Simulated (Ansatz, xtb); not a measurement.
## Two isomers of C6H5BO

Structure X is `C#CC1=CB(O)C=C1`, a singlet and structure Y is `C#CC1=CC=CB1O`, a singlet. Both are isolated molecules in the gas phase, relaxed with PBE0-D3(BJ)/def2-SVP; the shapes shown needn't be the lowest conformers.

X (Å):

```xyz
13

C    -3.4136   -2.0293    0.6981
C    -2.6008   -1.1579    0.4608
C    -1.6599   -0.1219    0.2198
C    -0.8699    0.0371   -0.8695
C    -0.5127    1.8668    0.8285
C    -1.4377    0.9809    1.2319
B    -0.0361    1.3495   -0.5935
O     0.8773    1.8715   -1.4341
H    -4.1295   -2.8057    0.8958
H    -0.8741   -0.6483   -1.7173
H     1.2854    2.6761   -1.0974
H    -0.2166    2.7325    1.4249
H    -2.0004    0.9975    2.1701
```

Y (Å):

```xyz
13

C    -3.3709   -1.8607   -0.4504
C    -2.4758   -1.0505   -0.3022
C    -1.4657   -0.0873   -0.0979
C    -0.2515   -0.0381   -0.7000
C     0.5563    1.1238   -0.2373
C    -0.0802    1.8824    0.6781
B    -1.4817    1.1806    0.8802
O    -2.5136    1.5057    1.6731
H    -4.1584   -2.5783   -0.5844
H     0.1169   -0.7530   -1.4407
H     1.5625    1.3058   -0.6284
H     0.3587    2.7747    1.1291
H    -2.3575    2.2985    2.1972
```

Energies in hartree; the thermal terms are from GFN2-xTB frequencies at re-optimised GFN2-xTB minima (ideal gas, soft modes damped towards free rotors, one conformer each, 298.15 K, 1 atm) and include the zero-point energy:

```
                              X           Y
E, CCSD(T)/def2-SVP  −330.486241  −330.486653
    E, MP2/def2-SVP  −330.395243  −330.395770
  E, MP2/def2-TZVPP  −330.991006  −330.991358
  zero-point energy     0.090136     0.090012
       H(298 K) − E     0.098752     0.098675
       G(298 K) − E     0.058268     0.058092
```

Task: Correct the CCSD(T) difference for the basis set by the MP2 change, then work out ΔE, ΔE₀, ΔH and ΔG for X → Y in kcal/mol (1 Eh = 627.51 kcal/mol) and the equilibrium ratio [Y]/[X].

Result: 1. Differences Y − X: CCSD(T) −0.000412, MP2 in the small set −0.000527, MP2 in the large set −0.000352 Eh.
2. ΔE = −0.000412 + (−0.000352 − (−0.000527)) = −0.000237 Eh = −0.15 kcal/mol.
3. ΔE₀ = ΔE + ΔZPE = −0.000237 + (−0.000124) Eh = −0.23 kcal/mol.
4. ΔH = ΔE + (−0.000077) Eh = −0.20 kcal/mol.
5. ΔG = ΔE + (−0.000176) Eh = −0.26 kcal/mol, so ΔS = (ΔH − ΔG)/T = +0.9 J/(mol K).
6. kT = 0.9442 mEh, so K = [Y]/[X] = exp(−ΔG/kT) = exp(+0.44) ≈ 1.5.

The two are too close for this level to say which is favoured. An error of 1 kcal/mol in ΔG would change K by a factor of 5.4. Mirror images and further conformers aren't counted.

As drawn, both hold the same kinds of bond in the same numbers.

Other levels gave ΔE = −0.4 (GFN2-xTB); −0.1 (HF/STO-3G, GFN2-xTB geometries); −1.3 (r2SCAN-D4/def2-SVP, GFN2-xTB geometries); −1.1 (PBE0-D3(BJ)/def2-SVP); −0.4 (HF/def2-SVP); −0.3 (MP2/def2-SVP); −0.3 (CCSD(T)/def2-SVP) kcal/mol. The correlated steps freeze 8 core orbitals. Programs: Ansatz 0.2.0, xtb 6.7.1.
